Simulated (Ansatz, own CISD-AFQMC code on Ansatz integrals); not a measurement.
H3B2N, SMILES `BB=N` (charge 0, multiplicity 1).

Cartesian coordinates (Å):
SMILES: BB=N
```xyz
6

B     -1.1808     0.2176     0.9119
B      0.4444    -0.0819     0.8643
N      1.6639    -0.3068     0.8285
H     -1.5967     1.3205     1.0732
H     -1.9706    -0.6633     0.7857
H      2.6398    -0.4862     0.7998
```
Charge 0, multiplicity 1.

Frozen-core energies in cc-pVDZ from Ansatz (an electronic-structure program) at a geometry from B3LYP-D3(BJ)/def2-TZVP; the HF reference has <S^2> = 0.00 and the T1 diagnostic is 0.019.

| level | energy (Ha) | difference from CCSDT(Q) (mHa) |
|---|---|---|
| HF | -105.54830 | 366.76 |
| MP2 | -105.87107 | 43.99 |
| CCSD | -105.90059 | 14.47 |
| CCSD(T) | -105.91304 | 2.02 |
| CCSDT | -105.91395 | 1.11 |
| phaseless AFQMC, CISD trial (own CISD-AFQMC code on Ansatz integrals; ±0.40 mHa) | -105.91464 | 0.42 |
| CCSDT(Q) | -105.91506 | 0.00 |
